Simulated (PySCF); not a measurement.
## [Pb(OH)3]+: one run

[Pb(OH)3]+ (singlet). PySCF 2.14.0, RKS CAM-B3LYP, Pb def2-SVP with ECP60, O def2-SVP, H def2-SVP; non-relativistic Hamiltonian with scalar-relativistic core potentials where named; density fitting; no spin-orbit coupling. Purpose: singlet excitations, Tamm-Dancoff CAM-B3LYP.

```python
mol = gto.M(atom='''
Pb    -0.00000    -0.00000     0.06445
O      2.02174    -0.34755     0.06599
H      2.51127     0.50178     0.06545
O     -0.70989     1.92465     0.06599
H     -1.69019     1.92393     0.06545
O     -1.31185    -1.57710     0.06599
H     -0.82108    -2.42572     0.06545''',
    basis={'Pb': 'def2-SVP', 'O': 'def2-SVP', 'H': 'def2-SVP'},
    ecp={'Pb': 'def2-SVP'},
    charge=1, spin=0)
mf = dft.RKS(mol, xc='CAMB3LYP')
mf.grids.atom_grid = (50, 194)
mf = mf.density_fit()  # fitting sets: Pb def2-universal-JKFIT, O def2-universal-JKFIT, H def2-universal-JKFIT
mf.conv_tol = 1e-08; mf.max_cycle = 55
mf.kernel(dm0)  # dm0: converged density of the relaxed state
td = mf.TDA(); td.nstates = 8; td.kernel()
```

Run from Python with OMP_NUM_THREADS=2; the lines above give its settings. Where DIIS fails, smearing, a level shift and second-order steps follow.
It took 29 s on 2 threads of Arm Neoverse V1, with other jobs on the host, from an already converged density.

**Question.** Where do the frontier levels lie, over both spins?

**Answer.** HOMO -16.46 eV, LUMO -9.13 eV. 

**Question.** What are the Mulliken charges and spins?

**Answer.** 
| atom | charge (e) | spin (e) |
| --- | --- | --- |
| Pb1 | 1.261 | 0.000 |
| O2 | -0.343 | 0.000 |
| H3 | 0.256 | 0.000 |
| O4 | -0.343 | 0.000 |
| H5 | 0.256 | 0.000 |
| O6 | -0.343 | 0.000 |
| H7 | 0.256 | 0.000 |

**Question.** Which singlet excitations follow (Tamm-Dancoff, 8 states)?

**Answer.** 
| state | eV | oscillator strength |
| --- | --- | --- |
| 1 | 3.26 | 0.0000 |
| 2 | 3.26 | 0.0000 |
| 3 | 4.10 | 0.0195 |
| 4 | 5.07 | 0.1011 |
| 5 | 5.07 | 0.1012 |
| 6 | 5.99 | 0.0000 |
| 7 | 6.57 | 0.0000 |
| 8 | 6.57 | 0.0000 |

The geometry was relaxed with r2SCAN (Pb def2-SVP with ECP60, O def2-SVP, H def2-SVP).
